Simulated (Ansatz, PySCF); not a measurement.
Dimer: SiH4 (SMILES [SiH4]) (first 5 atoms) with C3H4 (SMILES C=C=C); geometry from B3LYP-D3(BJ)/def2-TZVP, rigid monomers moved along the line of their centres of mass till Si1···C6 is 5.01 Å.
(charge 0, multiplicity 1):
```xyz
12

Si    -0.181    -0.031     0.110
H     -0.641    -1.425     0.287
H     -1.041     0.886     0.888
H     -0.267     0.329    -1.326
H      1.223     0.097     0.558
C      0.220    -1.240     4.957
C      0.255     0.040     5.179
C      0.287     1.322     5.389
H      1.103    -1.779     4.633
H     -0.692    -1.810     5.087
H      0.529     1.729     6.364
H      0.073     2.025     4.591
```

Counterpoise-corrected where a basis set is named; no monomer relaxation.

Frozen-core correlation.

Codes used: Ansatz (Gaussian basis) for Hartree–Fock, density functionals and correlated methods; PySCF for the dispersion terms. 

PBE/def2-TZVPPD gives -0.22 kcal/mol for the interaction energy.

### Question
Predict the shift from PBE, with its sign, for: PBE-D3(BJ)/def2-TZVPPD, r2SCAN/def2-TZVPPD, PBE0/def2-TZVPPD, wB97M-V/def2-TZVPPD, MP2/aug-cc-pV(D+d)Z, CCSD(T)/aug-cc-pV(D+d)Z.

### Answer
PBE-D3(BJ)/def2-TZVPPD -0.36; r2SCAN/def2-TZVPPD -0.01; PBE0/def2-TZVPPD 0.04; wB97M-V/def2-TZVPPD -0.25; MP2/aug-cc-pV(D+d)Z -0.24; CCSD(T)/aug-cc-pV(D+d)Z -0.22 kcal/mol. 1 of 6 lie above PBE; the widest gap is to PBE-D3(BJ)/def2-TZVPPD.

Ansatz is a program for electronic structure.
